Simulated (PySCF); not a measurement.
Here is a computed PBE0-D3(BJ)/def2-SVP geometry (Å):
```
atom  x, y, z in Å
C1     1.6423    0.7331   -0.1713
C2     1.0452   -0.6556   -0.4023
Al3   -0.6181   -1.0491    0.6139
N4    -1.8404    0.5015   -0.0282
H5     0.9608    1.5430   -0.4930
H6     2.5866    0.9007   -0.7188
H7     1.8556    0.9120    0.8961
H8     0.8731   -0.8216   -1.4829
H9     1.7913   -1.4229   -0.1219
H10   -0.6090   -0.7023    2.1883
H11   -1.5153   -2.2976    0.1337
H12   -2.7486    0.4738    0.4368
H13   -1.4200    1.4095    0.1758
H14   -2.0100    0.4600   -1.0340
```

Charge 0, singlet.

Task: Read off the bonds between heavy atoms and their formal orders.

Result: C1–C2 1.53 Å (single); C2–Al3 1.99 Å (single); Al3–N4 2.08 Å (single). Bonds to hydrogen (Å): C1–H5 1.11; C1–H6 1.10; C1–H7 1.10; C2–H8 1.11; C2–H9 1.11; Al3–H10 1.61; Al3–H11 1.61; N4–H12 1.02; N4–H13 1.02; N4–H14 1.02.

Task: Which species is it?

Result: `C[CH2][AlH2-][NH3+]`, C2H10AlN.

Task: Name the point group.

Result: C1 (no symmetry element, even within 0.4 Å).

Task: Describe the place of each heavy atom.

Result: C1: methyl carbon; C2: chain CH2 carbon; Al3: aluminium bonded to C, N and 2 H; N4: nitrogen bonded to Al and 3 H.

Task: What is the arrangement about C2?

Result: It has 4 neighbours (C1, Al3, H8, H9) and is distorted tetrahedral (angles from 104.4° to 115.4°).

Task: What is the arrangement about C1?

Result: It has 4 neighbours (C2, H5, H6, H7) and is distorted tetrahedral (angles from 105.8° to 113.4°).
